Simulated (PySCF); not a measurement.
# Ti: electron affinity

Ti⁻ [Ar] 3d3 4s2 (4F) → Ti [Ar] 3d2 4s2 (3F), as a difference of total energies. Computed with PySCF 2.14 in x2c-TZVPPall with one added diffuse shell each of s, p, d, f type (7s6p5d3f1g, 80 functions), with scalar relativity by spin-free X2C-1e. Correlated levels: valence and next inner shell: [Ne] frozen. The calculations carry no spin-orbit coupling.

```csv
method,electron affinity (eV)
UHF,-0.976
MP2 (valence and next inner shell),-0.341
SCS-MP2 (valence and next inner shell),-0.783
CCSD (valence and next inner shell),-0.255
CCSD(T) (valence and next inner shell),-0.110
```

The reference lies between the lowest fine-structure levels, while these numbers refer to the centres of the terms.

Errors of the correlated levels include the incompleteness of this basis and the frozen core.

A negative affinity means that the anion lies above the atom at that level of theory.

The coupled-cluster amplitudes are large for Ti⁻ (T1 above 0.03 or a double amplitude above 0.15), so a single reference is strained.

For comparison: 0.076 eV (measured; photodetachment measurements, as compiled on the Wikipedia data page of electron affinities).
